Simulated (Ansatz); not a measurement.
CH$_{4}$AlClO (`C[O][AlH][Cl]`). Total charge 0; spin multiplicity 1.

Z-matrix (Å, degrees):
```
C
O 1 1.400
H 1 1.094 2 109.9
H 1 1.096 2 112.3 3 120.6
H 1 1.094 2 109.8 3 -118.7
Al 2 1.672 1 136.5 3 -120.3
Cl 6 2.097 2 118.9 1 0.0
H 6 1.563 2 119.8 1 -180.0
```

(1) Give the diagnostics of a CCSD(T)/def2-TZVPP run (frozen core, the Gaussian-basis code of Ansatz). (An estimate is asked.)

## Answers

(1) Computed: T1 = 0.0112, largest single amplitude 0.020, largest double 0.024, (T) share of the correlation energy 3.6 %, 9 CCSD cycles. The RHF solution is stable towards an unrestricted one. T1 lies under the customary mark of 0.02 for closed shells.
